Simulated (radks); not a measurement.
Initial-state core-level shifts of the gallium ion Ga+ when its valence configuration changes from [Ar] 3d10 4s2. Calculated with a radial shooting solver on a logarithmic mesh with Libxc functionals: scalar-relativistic Kohn-Sham, LDA (Slater exchange, Perdew-Wang correlation), spin-unpolarised, spherical densities, finite nucleus; Fermi nuclear charge, rms radius 3.9973 fm. Shifts are changes of the shell-averaged eigenvalues in eV (positive: less bound); the change of the density at the nucleus, which sets a Mossbauer isomer shift, is in e/bohr^3, on a base of 2.841e+04.

valence                2s       2p       3s       3p  density at nucleus
3d10 4p2           -3.464   -3.465   -3.613   -3.605             -29.798
3d9 4s2 4p1       -11.956  -11.860  -10.359  -10.151              +9.421
3d8 4s2 4p2       -25.108  -24.901  -21.226  -20.790             +20.194
3d10 4s1 4p1       -1.790   -1.791   -1.863   -1.860             -14.286
3d8 4s1 4p3       -26.627  -26.413  -22.765  -22.321              +0.226
3d10 4s1.5 4p0.5   -0.909   -0.910   -0.946   -0.945              -6.995
3d9 4s1 4p2       -13.600  -13.501  -12.046  -11.832              -7.630
3d9.5 4s1 4p1.5    -7.536   -7.489   -6.880   -6.774             -11.116
3d9 4p3           -15.156  -15.053  -13.648  -13.426             -25.869
